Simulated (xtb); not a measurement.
C$_{4}$H$_{2}$F$_{3}$O$_{2}$ (SMILES O=C(C=[C]O)C(F)(F)F), doublet, at a GFN2-xTB geometry; GFN2-xTB (xtb).

xtb was given this input:
```
$ xtb mol.xyz --gfn 2 --uhf 1 --json

# file mol.xyz
11

O      0.82789346     1.23179624     0.36035721
C      0.28479060     0.17548767     0.04107469
C      0.94444449    -1.00447552    -0.38586818
C      2.30150257    -0.89639379    -0.42666776
O      3.00283525     0.10472525    -0.13516509
C     -1.25906103     0.06198459     0.09139805
F     -1.63968948    -0.90302803     0.93919210
F     -1.75514222    -0.25781263    -1.11120989
F     -1.83737272     1.19220159     0.47950405
H      0.40015599    -1.89020288    -0.64832010
H      2.41379458     0.89616470     0.15978629
```

It wrote (shortened):

```
   ID    Z sym.   atoms
    1    8 O      1, 5
    2    6 C      2-4, 6
    3    9 F      7-9
    4    1 H      10, 11

           -------------------------------------------------
          |                Calculation Setup                |
           -------------------------------------------------

           -------------------------------------------------
          |                 G F N 2 - x T B                 |
           -------------------------------------------------

          ...................................................
          :                      SETUP                      :
          :.................................................:
          :  # basis functions                  38          :
          :  # atomic orbitals                  38          :
          :  # shells                           20          :
          :  # electrons                        51          :
          :  max. iterations                   250          :
          :  Hamiltonian                  GFN2-xTB          :
          :  restarted?                      false          :
          :  GBSA solvation                  false          :
          :  PC potential                    false          :
          :  electronic temp.          300.0000000     K    :
          :  accuracy                    1.0000000          :
          :  -> integral cutoff          0.2500000E+02      :
          :  -> integral neglect         0.1000000E-07      :
          :  -> SCF convergence          0.1000000E-05 Eh   :
          :  -> wf. convergence          0.1000000E-03 e    :
          :  Broyden damping             0.4000000          :
          :  net charge                          0          :
          :  unpaired electrons                  1          :
          ...................................................

 iter      E             dE          RMSdq      gap      omega  full diag
   1    -31.9286181 -0.319286E+02  0.550E+00    1.63       0.0  T
   2    -31.9869591 -0.583410E-01  0.321E+00    1.37       1.0  T
   3    -31.9896645 -0.270543E-02  0.162E+00    1.62       1.0  T
   4    -31.9928949 -0.323039E-02  0.458E-01    1.32       1.0  T
   5    -31.9951750 -0.228005E-02  0.154E-01    1.49       1.0  T
   6    -31.9953940 -0.218996E-03  0.674E-02    1.45       1.0  T
   7    -31.9954034 -0.944937E-05  0.183E-02    1.45       1.7  T
   8    -31.9954049 -0.149767E-05  0.715E-03    1.45       4.2  T
   9    -31.9954051 -0.129075E-06  0.144E-03    1.45      21.0  T
  10    -31.9954051 -0.114674E-07  0.659E-04    1.45      45.8  T
  11    -31.9954051 -0.425139E-09  0.369E-04    1.45      81.6  T

   *** convergence criteria satisfied after 11 iterations ***

         :::::::::::::::::::::::::::::::::::::::::::::::::::::
         ::                     SUMMARY                     ::
         :::::::::::::::::::::::::::::::::::::::::::::::::::::
         :: total energy             -31.797834997927 Eh    ::
         :: gradient norm              0.000129657749 Eh/a0 ::
         :: HOMO-LUMO gap              1.451253753810 eV    ::
         ::.................................................::
         :: SCC energy               -31.995398789537 Eh    ::
         :: -> isotropic ES            0.072462100608 Eh    ::
         :: -> anisotropic ES          0.001996755372 Eh    ::
         :: -> anisotropic XC         -0.019580456931 Eh    ::
         :: -> dispersion             -0.007208308052 Eh    ::
         :: repulsion energy           0.197563791610 Eh    ::
         :: add. restraining           0.000000000000 Eh    ::
         :: total charge              -0.000000000000 e     ::
         :::::::::::::::::::::::::::::::::::::::::::::::::::::

           -------------------------------------------------
          |                Property Printout                |
           -------------------------------------------------

    * Orbital Energies and Occupations

[...]
        27                         -0.3312596              -9.0140 (LUMO)
        28                         -0.2133369              -5.8052
        29                          0.0035089               0.0955
        30                          0.0363568               0.9893
        31                          0.0682265               1.8565
        32                          0.0710434               1.9332
        33                          0.1063367               2.8936
        34                          0.1177772               3.2049
        35                          0.2102611               5.7215
        36                          0.4317917              11.7497
        37                          0.4829595              13.1420
        38                          0.5807120              15.8020
      -------------------------------------------------------------
                  HL-Gap            0.0533326 Eh            1.4513 eV
             Fermi-level           -0.3880687 Eh          -10.5599 eV

     #   Z          covCN         q      C6AA      α(0)
     1   8 O        0.858    -0.358    20.864     6.124
     2   6 C        2.849     0.202    23.716     7.982
     3   6 C        2.894    -0.107    30.714     9.086
     4   6 C        1.875     0.122    28.134     8.567
     5   8 O        1.647    -0.242    18.026     5.731
     6   6 C        3.329     0.478    17.479     6.636
     7   9 F        0.790    -0.191    11.146     3.944
     8   9 F        0.790    -0.191    11.147     3.944
     9   9 F        0.790    -0.172    10.954     3.909
    10   1 H        0.926     0.090     1.882     2.145
    11   1 H        0.792     0.371     0.543     1.159

 Mol. C6AA /au·bohr⁶  :       1641.628447
 Mol. C8AA /au·bohr⁸  :      37608.351172
 Mol. α(0) /au        :         59.227110

Wiberg/Mayer (AO) data.
largest (>0.10) Wiberg bond orders for each atom

 ---------------------------------------------------------------------------
     #   Z sym  total        # sym  WBO       # sym  WBO       # sym  WBO
 ---------------------------------------------------------------------------
     1   8 O    2.181 --     2 C    1.635     4 C    0.166     3 C    0.130
                            11 H    0.125
     2   6 C    3.953 --     1 O    1.635     3 C    1.241     6 C    0.869
     3   6 C    3.942 --     4 C    1.491     2 C    1.241    10 H    0.962
                             1 O    0.130
     4   6 C    3.337 --     5 O    1.503     3 C    1.491     1 O    0.166
     5   8 O    2.417 --     4 C    1.503    11 H    0.689
     6   6 C    3.836 --     9 F    0.977     8 F    0.953     7 F    0.953
                             2 C    0.869
     7   9 F    1.088 --     6 C    0.953
     8   9 F    1.088 --     6 C    0.953
     9   9 F    1.112 --     6 C    0.977
    10   1 H    0.992 --     3 C    0.962
    11   1 H    0.860 --     5 O    0.689     1 O    0.125
 ---------------------------------------------------------------------------

Topologies differ in total number of bonds
Writing topology from bond orders to xtbtopo.mol

molecular dipole:
                 x           y           z       tot (Debye)
 q only:        0.962      -0.421      -0.195
   full:        0.733      -0.333      -0.153       2.082
molecular quadrupole (traceless):
                xx          xy          yy          xz          yz          zz
 q only:       -0.788       0.669       0.645       0.274       0.136       0.142
  q+dip:       -1.135       1.568       0.432       0.627      -0.215       0.703
   full:       -2.357       1.338       0.256       0.711      -0.787       2.102

           -------------------------------------------------
          | TOTAL ENERGY              -31.797834997927 Eh   |
          | GRADIENT NORM               0.000129657749 Eh/α |
          | HOMO-LUMO GAP               1.451253753810 eV   |
           -------------------------------------------------

normal termination of xtb
```
